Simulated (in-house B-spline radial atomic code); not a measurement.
# Removing one electron from Sb XVI (Sb15+)

Closed shell [Ar] 3d10 4s2 4p6. Computed with a B-spline radial code for spherical atoms: Koopmans values of Dirac-Hartree-Fock plus a diagonal self-energy, in second order or with its direct term screened (direct RPA, with the hole-particle interaction, or full time-dependent Hartree-Fock), linearised in energy; no-pair Dirac-Coulomb Hamiltonian, finite nucleus. Shifts add to the Koopmans value (the ΔSCF shift is orbital relaxation alone); the final value takes TDHF screening with Breit and QED.

Command:
```bash
python run_mb.py task.json out
```
Settings (nuclear radius in fm, box in bohr, cutoff in hartree):
```
basis_form          2
Z                   51
core_configuration  [Ar] 3d10 4s2 4p6
rms_radius          4.6802
mass_number         121
speed_of_light      137.036
box_radius          5.621
lmax                7
intervals           60
virtual_cutoff      10404.0
```

Time taken, with all properties: 34 s on 1 thread of Arm Neoverse V1 (shared host).

Energies in eV:

```json
{"subshell": "4p3/2", "Koopmans": "420.11", "ΔSCF shift": "-0.642", "second order": "?", "direct RPA": "?", "hole-particle": "?", "TDHF": "?", "Breit + QED": "?", "final": "?"}
{"subshell": "4p1/2", "Koopmans": "431.37", "ΔSCF shift": "-0.690", "second order": "0.888", "direct RPA": "0.855", "hole-particle": "0.717", "TDHF": "0.762", "Breit + QED": "-0.357", "final": "431.78"}
```

Problem. What does the self-energy do to 4p3/2?

Solution. It shifts the removal energy by 0.991 eV in second order, 0.875 with direct RPA, 0.802 with the hole-particle term and 0.856 with TDHF screening (quasi-particle weight 0.985); Breit and QED add -0.218 eV. The final value is 420.74 eV, against 420 ± 3 eV (NIST, tabulated theory).
